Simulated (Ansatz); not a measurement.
Harmonic frequencies (cm⁻¹) at PBE0-D4/def2-TZVP from Ansatz: 65, 92, 148, 240, 268, 324, 354, 409, 476, 506, 664, 700, 793, 834, 922, 964, 969, 1021, 1094, 1186, 1202, 1224, 1351, 1355, 1390, 1406, 1426, 1474, 1483, 1493, 1497, 1900, 1906, 2999, 3012, 3022, 3034, 3043, 3088, 3104, 3114, 3115.

Each molecule was computed in one conformer, which needn't be the lowest.

(1) Which molecule is it?
A. `[NH2][Al]([NH2])[O][SiH3]`
B. `CC(C)[CH2][AlH2]`
C. `C[CH2][Al]([OH])[SH]`
D. `C[CH2][AlH][CH2]C`

Results:

(1) B.
